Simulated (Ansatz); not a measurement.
**Counterpoise correction, worked out**

The pair of F⁻ (SMILES [F-], atom 1) and H₂ (SMILES [H][H], atoms 2–3), both closed shells, in one local arrangement (a lower one may exist), relaxed at PBE0-D4/def2-TZVPD:

F1  (-0.063, 0.037, -1.342)
H2  (0.050, -0.030, 1.077)
H3  (0.012, -0.007, 0.265)
(Å)

Program: Ansatz 0.2.0. Basis: def2-TZVPPD. Cores are frozen in the correlated methods.

MP2 total energies in eV:

| system | geometry | basis functions | energy |
| --- | --- | --- | --- |
| pair | pair | all | -2746.07490 |
| F⁻ | as in the pair | all (partner as ghosts) | -2714.17028 |
| H₂ | as in the pair | all (partner as ghosts) | -31.60367 |
| F⁻ | as in the pair | its own | -2714.14478 |
| H₂ | as in the pair | its own | -31.60208 |
| F⁻ | free (PBE0-D4 minimum) | its own | -2714.14478 |
| H₂ | free (PBE0-D4 minimum) | its own | -31.69371 |

(1) Work out the interaction energy with and without the counterpoise correction, the superposition error, and the binding energy from the relaxed fragments.

T1 diagnostic: at most 0.023.

Answers

(1) Without correction: -2746.07490 − (-2714.14478) − (-31.60208) = -0.32804 eV.
With correction (each fragment in the whole basis): -2746.07490 − (-2714.17028) − (-31.60367) = -0.30095 eV = -6.94 kcal/mol.
The superposition error is the difference, 0.02709 eV, 8 % of the uncorrected value: each fragment borrows its partner's functions.
Deformation from the free shapes: 0.00000 eV for F⁻ and 0.09163 eV for H₂.
Binding energy from relaxed fragments: -0.30095 + 0.00000 + 0.09163 = -0.20932 eV = -4.83 kcal/mol (electronic, without zero-point energy; negative means bound). For comparison, the corrected interaction energy by CCSD(T) at an estimated basis limit (MP2 extrapolated from triple and quadruple zeta, plus CCSD(T) − MP2 in triple zeta) is -0.339 eV.

For scale, one of the runs: CCSD(T)/def2-TZVPPD, 74 basis functions, launched by `ansatz run in.yaml --threads 2 --pin off --events-out ev --progress --plain --max-ram 5222MiB`. Hardware: 2 CPU threads, shared host. Wall time about 0.45 s.
